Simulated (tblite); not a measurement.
Record of a relaxation.

C4H8B2F2O2.
Numbering: `[CH3:1][BH:2][C@:3]1([B:4]([F:5])[F:6])[CH2:7][O:8][CH2:9][O:10]1` (hydrogens: H11, H12, H13 on C1; H14 on B2; H15, H16 on C7; H17, H18 on C9)

Computed with GFN2-xTB (tblite), gas phase: L-BFGS steps from a force-field or distance-geometry start until the largest atomic force falls under 0.01 eV/Å. 4 of its 91 geometries are shown.

Step 0: E = -890.4421 eV, largest atomic force 4.242 eV/Å
```
atom  x, y, z in Å  |  force x, y, z in eV/Å
C1      2.381    0.467   -0.625   -1.042  -0.557  -0.922
B2      1.280   -0.683   -0.470    1.953   0.454   2.807
C3     -0.135   -0.198    0.049    0.185  -0.465  -0.045
B4     -0.022    0.636    1.390    3.281   1.806   1.993
F5      0.629    0.050    2.571   -1.874   1.703  -2.696
F6      0.136    2.068    1.263   -0.613  -3.553   0.806
C7     -1.135   -1.330    0.142    0.040  -0.537   0.145
O8     -2.303   -0.575    0.293   -1.177  -0.608   1.260
C9     -2.139    0.518   -0.528   -1.037   0.864  -0.822
O10    -0.810    0.584   -0.903   -0.053   0.919  -1.363
H11     1.840    1.323   -1.071    0.946  -0.131   0.259
H12     3.147    0.054   -1.300    0.083   0.790   0.439
H13     2.799    0.743    0.373   -0.306  -0.304  -1.028
H14     1.687   -1.658    0.106   -0.457   0.027  -0.987
H15    -0.951   -2.010    0.978   -0.379   0.094  -0.189
H16    -1.177   -1.829   -0.836    0.099  -0.393   0.184
H17    -2.415    1.480   -0.042   -0.178  -0.450   0.244
H18    -2.821    0.368   -1.400    0.530   0.340  -0.085
```

Step 30: E = -892.0804 eV, largest atomic force 0.124 eV/Å
```
atom  x, y, z in Å  |  force x, y, z in eV/Å
C1      2.388    0.477   -0.784   -0.046  -0.020   0.025
B2      1.373   -0.595   -0.290   -0.084  -0.069   0.060
C3     -0.122   -0.179    0.105   -0.032  -0.058  -0.039
B4      0.061    0.598    1.493   -0.001  -0.020   0.049
F5      0.370   -0.055    2.598   -0.014   0.013   0.030
F6      0.023    1.903    1.636   -0.016  -0.050  -0.045
C7     -1.164   -1.321    0.235    0.029  -0.022  -0.018
O8     -2.400   -0.658    0.054    0.076   0.009  -0.019
C9     -2.134    0.551   -0.627    0.010   0.030   0.001
O10    -0.771    0.629   -0.898    0.004   0.057   0.014
H11     1.942    1.348   -1.254   -0.033  -0.017  -0.070
H12     3.170    0.073   -1.422    0.012   0.068  -0.021
H13     2.882    0.841    0.120    0.077   0.015  -0.013
H14     1.701   -1.695   -0.073    0.003  -0.023   0.037
H15    -1.156   -1.810    1.211   -0.022   0.033  -0.027
H16    -1.033   -2.070   -0.557    0.063   0.031   0.013
H17    -2.466    1.382    0.022   -0.012   0.021  -0.012
H18    -2.672    0.589   -1.584   -0.015   0.001   0.035
```

Step 60: E = -892.1322 eV, largest atomic force 0.114 eV/Å
```
atom  x, y, z in Å  |  force x, y, z in eV/Å
C1      2.282    0.431   -0.944    0.024   0.009  -0.009
B2      1.423   -0.575   -0.121   -0.001   0.036   0.042
C3     -0.084   -0.178    0.220   -0.019   0.108   0.030
B4     -0.036    0.537    1.654    0.007  -0.013   0.004
F5      0.131   -0.133    2.777   -0.013  -0.049  -0.025
F6     -0.080    1.840    1.815   -0.004  -0.019  -0.031
C7     -1.127   -1.329    0.177    0.034  -0.005   0.009
O8     -2.318   -0.709   -0.270    0.047  -0.020  -0.021
C9     -2.003    0.617   -0.640   -0.001  -0.008   0.019
O10    -0.629    0.713   -0.777   -0.019  -0.010  -0.048
H11     1.681    1.162   -1.477    0.020  -0.028  -0.038
H12     2.970   -0.047   -1.638   -0.008  -0.005  -0.014
H13     2.911    0.992   -0.249    0.012  -0.004   0.025
H14     1.842   -1.578    0.304   -0.009  -0.016   0.029
H15    -1.300   -1.794    1.149    0.025   0.011   0.065
H16    -0.824   -2.098   -0.541   -0.045  -0.019  -0.065
H17    -2.372    1.303    0.149   -0.043   0.004  -0.019
H18    -2.475    0.854   -1.600   -0.007   0.026   0.046
```

Step 90: E = -892.1487 eV, largest atomic force 0.008 eV/Å
```
atom  x, y, z in Å  |  force x, y, z in eV/Å
C1      2.288    0.369   -1.034   -0.002  -0.006  -0.002
B2      1.438   -0.491   -0.051    0.002  -0.003   0.002
C3     -0.079   -0.105    0.245   -0.001  -0.003  -0.003
B4     -0.107    0.522    1.715   -0.001   0.002   0.004
F5     -0.039   -0.227    2.798    0.005   0.000  -0.003
F6     -0.126    1.813    1.954   -0.004  -0.004   0.003
C7     -1.068   -1.307    0.126   -0.006  -0.002   0.000
O8     -2.252   -0.734   -0.397   -0.001  -0.004   0.002
C9     -2.005    0.638   -0.611   -0.002  -0.002  -0.001
O10    -0.635    0.803   -0.726    0.000   0.008   0.002
H11     1.685    1.009   -1.671    0.003   0.001  -0.006
H12     2.953   -0.228   -1.653    0.004   0.001  -0.001
H13     2.938    1.023   -0.450   -0.004   0.005   0.002
H14     1.870   -1.413    0.523   -0.002   0.001   0.001
H15    -1.269   -1.780    1.091    0.001  -0.002   0.001
H16    -0.703   -2.058   -0.582   -0.002   0.006   0.001
H17    -2.407    1.216    0.247    0.005   0.005   0.000
H18    -2.491    0.957   -1.536    0.004  -0.002  -0.003
```

Question: Summarise the path.

Answer: The energy falls by 164.67 kJ/mol from step 0 to step 90; nine tenths of that is first reached at step 11. It falls at every step. The largest force goes from 4.242 to 0.008 eV/Å. Among the bonds B4–F5 changes most, from 1.471 to 1.319 Å; the atoms move by 0.545 Å rms after alignment.

What follows is the cost of the whole relaxation. Hardware: one thread, Arm Neoverse N1 (aarch64) (shared host). Cost: 1.1 s.
